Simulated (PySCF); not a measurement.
PySCF 2.14 output of an unrestricted r2SCANh calculation on a single atom or ion in x2c-TZVPPall (6s5p4d1f, 48 functions), with scalar relativity by spin-free X2C-1e:

```
SCF conv_tol = 1e-09
number electrons alpha = 16  beta = 15
    M. Bursch, H. Neugebauer, S. Ehlert, and S. Grimme.,  J. Chem. Phys. 156, 134105 (2022)
cycle= 1 E= -2259.61520705096  delta_E= -0.00884  |g|= 0.103  |ddm|= 0.16
cycle= 2 E= -2259.61534569297  delta_E= -0.000139  |g|= 0.0976  |ddm|= 0.0728
cycle= 3 E= -2259.61640020866  delta_E= -0.00105  |g|= 0.0018  |ddm|= 0.0317
cycle= 4 E= -2259.61640152953  delta_E= -1.32e-06  |g|= 0.000211  |ddm|= 0.00205
cycle= 5 E= -2259.61640153893  delta_E= -9.4e-09  |g|= 8.2e-06  |ddm|= 0.000146
cycle= 6 E= -2259.61640153896  delta_E= -3.73e-11  |g|= 7.28e-07  |ddm|= 1.87e-05
converged SCF energy = -2259.61640153896  <S^2> = 0.75429653  2S+1 = 2.0042919
```

The run itself started from symmetry-adapted Hartree-Fock orbitals and held the occupation by maximum overlap, on a logarithmic radial grid, so the iterations belong to that start.

Q: Which element, charge and spin multiplicity is this?

A: As²⁺ (arsenic, charge +2), multiplicity 2; the state was [Ar] 3d10 4s2 4p1, 2P determinant.
